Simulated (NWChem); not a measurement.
Species: SiH₄TeO; SMILES O[Te][SiH3]

```xyz
7

Te     0.3271     0.5041    -0.0045
O     -1.6390     0.9496    -0.0671
H     -1.9180     1.0364     0.8538
Si    -0.1053    -1.9638    -0.0054
H      1.2361    -2.6228     0.0304
H     -0.8448    -2.3697    -1.2349
H     -0.8954    -2.3595     1.1979
```
Atoms are numbered in this order, from 1.

All runs: NWChem. The geometry was optimised at PBE0/def2-SVP (def2 core potentials past Kr).

For level PBE/STO-3G, non-relativistic:

```yaml
highest occupied level (eV): -2.51
orbital gap (eV): 3.83
dipole (D): 2.01
```

How do the values read with level PBE/3-21G, non-relativistic instead?


| Item | Result |
|---|---|
| highest occupied level (eV) | -5.13 |
| orbital gap (eV) | 2.73 |
| dipole (D) | 1.66 |
